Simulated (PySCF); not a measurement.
Compound: CH₈NPSn.
Bonds: C1–N2, N2–Sn3, Sn3–P4. Hydrogens: H5, H6, H7 on C1; H8 on N2; H9, H10 on Sn3; H11, H12 on P4.

Level of theory: PBE0-D3(BJ)/def2-SVP geometry optimisation, gas phase, def2 core potentials past Kr (PySCF 2.14.0).

(1) What internal coordinates does the optimisation give?

Results:

(1) 
```csv
bond,length (Å),order
C1–N2,1.446,single
N2–Sn3,2.042,single
Sn3–P4,2.534,single
"C1–H5, C1–H6, C1–H7",1.106,single
N2–H8,1.017,single
"Sn3–H9, Sn3–H10",1.716,single
"P4–H11, P4–H12",1.431,single
```

Bonds in one row agree within 0.01 Å and their mean is given. Orders are formal, as drawn. A selection of angles:
```csv
angle,degrees
N2–C1–H5,110.0
N2–C1–H6,115.6
N2–C1–H7,110.6
H5–C1–H6,106.9
H5–C1–H7,106.2
C1–N2–Sn3,119.5
C1–N2–H8,111.7
Sn3–N2–H8,112.8
N2–Sn3–P4,110.9
N2–Sn3–H9,106.3
P4–Sn3–H9,109.3
P4–Sn3–H10,112.3
H9–Sn3–H10,112.4
Sn3–P4–H11,93.1
Sn3–P4–H12,92.4
H11–P4–H12,92.9
```

Torsions: C1–N2–Sn3–P4 59° (synclinal). The mirror-image conformer, all signs reversed, is as good.

P4 (three-coordinate phosphorus) is pyramidal (angles 93.1°, 92.9° and 92.4°, sum 278.4°, 0.90 Å off the plane of its three neighbours). N2 (nitrogen bonded to C, Sn and H) is pyramidal (angles 119.5°, 112.8° and 111.7°, sum 344.0°, 0.33 Å off the plane of its three neighbours). Sn3 (tin bonded to N, P and 2 H) is distorted tetrahedral (angles from 105.5° to 112.4°).

Point group: C1 (no symmetry element, even within 0.4 Å). Not checked by PBE0-D3(BJ)/def2-SVP frequencies. One conformer, not necessarily the lowest (C1–N2–Sn3–P4 59°, N2–Sn3–P4–H -159° and -66°).
